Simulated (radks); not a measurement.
Coulomb parameter of the 5d shell of the iridium ion Ir3+ in the model configuration [Xe] 4f14 5d5 6s1, as a second difference U = [E(n + 0.25) + E(n - 0.25) - 2 E(n)] / (0.25)^2 with all orbitals relaxed. "Bare": the charge of the atom changes with n. "Screened": the 6s shell takes up the change at fixed total charge, which measures U(5d,5d) + U(6s,6s) - 2 U(5d,6s). All-electron calculation, scalar-relativistic Kohn-Sham, LDA (Slater exchange, Perdew-Wang correlation), spin-unpolarised, spherical densities, finite nucleus; Fermi nuclear charge, rms radius 5.4032 fm. Program: a radial shooting solver on a logarithmic mesh with Libxc functionals.

| case | configuration | E - E(n) (eV) |
|---|---|---|
| start | [Xe] 4f14 5d5 6s1 | 0.000 |
| bare +0.25 | [Xe] 4f14 5d5.25 6s1 | -9.562 |
| bare -0.25 | [Xe] 4f14 5d4.75 6s1 | 10.395 |
| screened +0.25 | [Xe] 4f14 5d5.25 6s0.75 | -1.608 |
| screened -0.25 | [Xe] 4f14 5d4.75 6s1.25 | 1.687 |

U(bare) = 13.327 eV, U(screened by 6s) = 1.270 eV, against the Slater integral F0(5d,5d) = 16.230 eV with frozen orbitals.
